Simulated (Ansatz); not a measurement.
Ansatz (a program for electronic structure) input:

Ansatz 0.2 input:
```yaml
crystal:
  periodic: [false, false, false]
  atoms:
    - {symbol: Si, position_ang: [-0.53637960, 0.67544624, 0.09252691]}
    - {symbol: Br, position_ang: [0.75356592, -0.94894226, -0.12999213]}
    - {symbol: F, position_ang: [-0.03648617, 2.12641680, 0.15686923]}
    - {symbol: F, position_ang: [-2.05967970, 0.51322004, 0.20472496]}
basis:
  gaussian:
    orbitals: def2-SVPD
total_charge: 1
magnetization: {spin_polarized: false}
correlation: {method: ccsd_t, electrons: outside_noble_gas}
output: {forces: true}
```

Predict the final energy.

-3060.11119 Eh (CCSD(T)/def2-SVPD). The basis has 111 functions. The run takes very roughly 50 core-seconds.
